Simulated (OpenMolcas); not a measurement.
# B III: effect of the basis set

```json
{
 "Program": "OpenMolcas 26.06",
 "Method": "SS-CASPT2, IPEA 0.25 Eh, imaginary shift 0.1 Eh (closed shells correlated: 1s)",
 "Active space": "1 electron in 4 orbitals (2s 2p)",
 "State averaging": "2S+1 = 2 even, 1 root; 2S+1 = 2 odd, 3 roots",
 "Spin-orbit coupling": "state interaction with AMFI integrals over the reference wave functions, term energies averaged over their components"
}
```

A. ANO-R1 [3s2p1d], X2C, finite nucleus; CASPT2 step roughly 1.7 core-seconds
B. ANO-L-VTZP [4s3p2d1f], non-relativistic, point nucleus; CASPT2 step of the order of 0.6 core-seconds
C. ANO-RCC-VTZP [4s3p2d1f], DKH2, point nucleus; CASPT2 step of the order of 0.8 core-seconds
D. ANO-R2 [4s4p2d1f], X2C, finite nucleus; CASPT2 step roughly 0.6 core-seconds
E. ANO-R3 [4s4p2d1f], X2C, finite nucleus; CASPT2 step roughly 0.5 core-seconds
F. ANO-RCC-VQZP [5s4p3d2f1g], DKH2, point nucleus; CASPT2 step of the order of 0.6 core-seconds

Energies in cm-1 above 2s 2S 1/2, the measured ground level; measured values from Moore, Atomic Energy Levels, vol. I, NSRDS-NBS 35 (1971 reprint of NBS Circular 467, 1949).

```json
{"Level": "2s 2S 1/2", "A": "0.0", "B": "0.0", "C": "0.0", "D": "0.0", "E": "0.0", "F": "0.0", "Measured": "0.0"}
{"Level": "2p 2P* 1/2", "A": "50477", "B": "50285", "C": "48721", "D": "48737", "E": "48737", "F": "48554", "Measured": "48358"}
{"Level": "2p 2P* 3/2", "A": "50500", "B": "50308", "C": "48751", "D": "48766", "E": "48766", "F": "48584", "Measured": "48393"}
```

Deviations, from unrounded energies. A percentage is the sum of absolute deviations over the sum of measured energies, with the sign that they share, or ± where signs differ.

```json
{"Against measurement": "mean absolute deviation (cm-1)", "Levels": "2", "A": "2100", "B": "1900", "C": "360", "D": "380", "E": "380", "F": "190"}
{"Against measurement": "other configurations (%)", "Levels": "2", "A": "+4.4", "B": "+4.0", "C": "+0.7", "D": "+0.8", "E": "+0.8", "F": "+0.4"}
```

F lies closest to measurement on these levels and A furthest from it. The largest miss of F in the table is 2p 2P* 1/2, by +200 cm-1. The ranking rests on the paired levels alone, and a cruder setting can come out closer through cancelling errors.

Among A to F the level of the table that moves most is 2p 2P* 1/2, by 1900 cm-1 (lowest in F, highest in A).

With one active electron, CASPT2 adds the correlation within the correlated inactive shells and between them and that electron, and leaves the splitting within a term as the reference gives it. Computed and measured levels are paired by configuration, term and J; levels that our copy of the source lacks, or whose pairing is in doubt (as where it misses far off the trend of its configuration), stay unpaired and out of the deviations. Only configurations of the active space appear.

* marks odd parity.
